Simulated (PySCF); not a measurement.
HOS, SMILES [S]O, multiplicity 2. The structure is a stationary point at PBE-D3(BJ)/def2-TZVPD.

Computed equilibrium geometry at PBE-D3(BJ)/def2-TZVPD (PySCF confirms it by a frequency run) as a Z-matrix, and its point group:
point group Cs.
```
O
H 1 0.9786
S 1 1.6536 2 107.77
```
Charge 0, spin multiplicity 2.
